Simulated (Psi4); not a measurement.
pyrrole (C$_{4}$H$_{5}$N), singlet, geometry from GFN2-xTB. Base run: R2SCAN/STO-3G (Psi4).

The Psi4 input:
```
memory 2 GB

molecule {
0 1
H     0.02331855   -0.00569419    2.12133513
N     0.01225989   -0.00299376    1.11530690
C    -0.00104268    1.10746771    0.33287593
C     0.00829435   -1.10923850    0.32682311
C    -0.01369937    0.70723215   -0.97433836
C    -0.00776355   -0.70199109   -0.97818631
H    -0.00054049    2.09153871    0.75876769
H     0.01709616   -2.09558146    0.74733455
H    -0.02586159    1.34596924   -1.83515419
H    -0.01456440   -1.33609757   -1.84247771
}

set {
  basis sto-3g
}

energy('r2scan')
print_variables()
```

The base run was repeated with changes; each row names its change, and settings that it needs were set with it.

```csv
change,basis functions,E (Eh),dipole (D),core-seconds (rough)
base,30,-207.44666,2.05,7
basis = 3-21G,55,-208.88894,2.09,8
basis = 6-31G,55,[?],[?],8
basis = 6-31G*,85,-210.03668,1.96,10
basis = pcseg-1,95,-210.00008,1.97,10
basis = def2-SVP,95,-209.89325,2.03,10
basis = cc-pVDZ,95,[?],[?],10
basis = 6-311G**,120,-210.09941,1.98,20
basis = aug-cc-pVDZ,160,-210.07344,1.88,30
"basis = 6-311+G(2d,p)",[?],[?],[?],30
basis = def2-TZVP,[?],[?],[?],30
basis = cc-pVTZ,220,-210.12284,1.94,40
basis = def2-TZVPD,230,-210.12676,1.88,50
```

### Question
Complete the blanks.

### Answer

- basis = 6-31G, E (Eh): -209.98586
- basis = 6-31G, dipole (D): 1.99
- basis = cc-pVDZ, E (Eh): -210.06240
- basis = cc-pVDZ, dipole (D): 2.01
- basis = 6-311+G(2d,p), basis functions: 165
- basis = 6-311+G(2d,p), E (Eh): -210.10732
- basis = 6-311+G(2d,p), dipole (D): 1.91
- basis = def2-TZVP, basis functions: 185
- basis = def2-TZVP, E (Eh): -210.12564
- basis = def2-TZVP, dipole (D): 1.95

Totals compare only among sets that treat the same electrons; sets with core potentials leave the core out.
